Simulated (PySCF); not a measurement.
Dipole response of Hf²⁺ (hafnium, charge +2)

[Xe] 4f14 5d2, high-spin 3F determinant. Computed with PySCF 2.14 in aug-cc-pVTZ-PP with one added diffuse shell each of s, p, d, f, g type with ECP60MDF (7s7p6d4f3g, 113 functions), with a scalar-relativistic core potential. Coupled (time-dependent) response in atomic units; α is the mean over directions.

```json
{"method": "PBE0", "mean α (bohr³)": "14.84", "C₆ (like pair)": "73.35", "S(−4)": "186.9"}
```

S(−4) is the Cauchy moment in α(ω) = α(0) + S(−4) ω² + …

Spin-orbit coupling is absent.

α(iu) at PBE0:

| u (hartree) | α(iu) (bohr³) |
| --- | --- |
| 0 | 14.84 |
| 0.0500 | 14.40 |
| 0.100 | 13.31 |
| 0.200 | 10.77 |
| 0.300 | 8.826 |
| 0.500 | 6.425 |
| 0.750 | 4.724 |
| 1.00 | 3.659 |
| 1.50 | 2.384 |
| 2.00 | 1.659 |
| 3.00 | 0.9135 |
| 5.00 | 0.3823 |

A single London oscillator, α(iu) = α/(1 + u²/ω²), gives C₆ = (3/4) ω α². Matching the computed C₆ needs ω = 4 × 73.35 / (3 × 14.84²) = 0.444 hartree.

For an ion, C₆ is the dispersion term alone; charge-induced terms of lower order in 1/R come first.

Energies and moments cover only the electrons outside the core potential. Spin-orbit coupling, absent here, splits the open shell strongly.
